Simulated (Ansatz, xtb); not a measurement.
Pulling on the Ge6–H7 bond in CH6BeGe (SMILES [CH3][Be][GeH3]) (multiplicity 1 held, fragments rigid). Energies count from the point at 1.546 Å.
Geometry at that point (charge 0, multiplicity 1):
```xyz
9

Be    -0.18385     1.04917    -0.75459
C     -0.41926     2.39261    -1.72083
H     -1.22683     3.03090    -1.34595
H     -0.68259     2.11781    -2.74809
H      0.47838     3.01784    -1.77957
Ge     0.12640    -0.72133     0.51880
H      0.98120    -1.81784    -0.15781
H      0.84789    -0.39872     1.84778
H     -1.19191    -1.41964     0.92529
```

Restricted levels (R-, RO-) in cc, def2 and unpolarised 6-31G sets keep to the state of the molecule at rest. U- levels take the lowest unrestricted solution at each point, which mixes spins at long bonds. Active spaces are followed from a long bond inwards. Levels need not reach the same state.

Frozen-core correlation. Filled d and f shells under p-block atoms count as core.

Programs: Ansatz (a quantum-chemistry and plane-wave program); xtb for the GFN methods. Values without a source in brackets are computed. The GFN methods have no spin term and hold the electronic entropy of 300 K.

Energies in kcal/mol.

| R (Å) | GFN2-xTB | U-MP2/cc-pVDZ | R-SCS-MP2/cc-pVDZ | FIC-NEVPT4(SD) on CASSCF(2,2)/cc-pVDZ | FIC-MRCISD+Q on CASSCF(2,2)/cc-pVDZ |
|---|---|---|---|---|---|
| 1.237 | (withheld) | 30.5 | 30.7 | 31.1 | 30.9 |
| 1.392 | 2.3 | 6.0 | 6.1 | 6.4 | 6.3 |
| 1.546 | 0.0 | 0.0 | 0.0 | 0.0 | 0.0 |
| 1.701 | 4.0 | 3.7 | 3.6 | 3.1 | 3.2 |
| 1.855 | 10.0 | 12.3 | 12.1 | 10.9 | 11.1 |
| 2.087 | 20.5 | 28.8 | 28.3 | 25.7 | 26.0 |
| 2.319 | (withheld) | 50.5 | 45.0 | 40.2 | 40.6 |
| 2.706 | 48.8 | 68.0 | 69.2 | 58.9 | 59.5 |
| 3.092 | (withheld) | 73.6 | 87.3 | 70.0 | 70.6 |
| 3.556 | 74.4 | 75.7 | 101.1 | 75.9 | 76.6 |
| 4.175 | 82.9 | 76.4 | 107.5 | 78.3 | 79.0 |
| 4.948 | 86.2 | 76.5 | 100.9 | 78.8 | 79.6 |

Some entries are withheld; supply them.


- 3.092, GFN2-xTB: 62.7
- 1.237, GFN2-xTB: 23.6
- 2.319, GFN2-xTB: 31.6

Doubts at one or more of the structures used: a spin-contaminated determinant (U-MP2/cc-pVDZ); a restricted determinant that unrestricted orbitals would lower (R-SCS-MP2/cc-pVDZ).
